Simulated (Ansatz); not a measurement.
```yaml
crystal:
  periodic: [false, false, false]
  atoms:
    - {symbol: C, position_ang: [-0.934510, 1.524691, -0.957616]}
    - {symbol: O, position_ang: [1.709966, 1.643642, -1.587917]}
    - {symbol: Al, position_ang: [3.116557, -0.837764, -0.016541]}
    - {symbol: Si, position_ang: [-1.219775, -1.364170, 1.263669]}
    - {symbol: H, position_ang: [-2.053426, 1.313373, -2.685454]}
    - {symbol: H, position_ang: [-1.513338, 3.289982, -0.046150]}
    - {symbol: H, position_ang: [6.031413, -1.493952, -0.121803]}
    - {symbol: H, position_ang: [-2.852906, -3.428382, 0.261122]}
    - {symbol: H, position_ang: [-2.116739, -0.734913, 3.858378]}
basis:
  gaussian: {orbitals: aug-cc-pVTZ}
hamiltonian: {xc: {name: revPBE0}, dispersion: d3bj}
```

```sh
$ ansatz run in.yaml --threads 2 --pin off --events-out ev --progress --plain --max-ram 4352MiB
```

It prints (some lines left out):

```
Functional definition: revPBE0
1445 factors; their error is unknown
mean field evaluation 1: about -17578.7391 eV, gradient 9.1e1 eV
mean field evaluation 2: about -17090.5396 eV, gradient 1.6e2 eV
mean field evaluation 4: about -17336.8036 eV, gradient 1.9e2 eV
mean field evaluation 8: about -17606.6217 eV, gradient 1.6e1 eV
mean field evaluation 16: about -17608.2044 eV, gradient 1.5e-3 eV
mean field evaluation 32: about -17608.2044 eV, gradient 1.8e-5 eV
mean field -17608.20438753 eV, -647.0895759722 hartree, gradient 1.8e-5 eV, S^2 0.000000; 5 other end points of the search recorded, 0 dependent functions left out
reference -17608.20450992 eV, -647.0895804699 hartree; 23, 23 occupied and 284, 284 virtual orbitals, 1445 factors
Total energy: -17608.55522040 eV, -647.1024688424 hartree
```

In this input the coordinates are in bohr but typed as ångström. The run converged. The result belongs to that input, not to the molecule as meant.
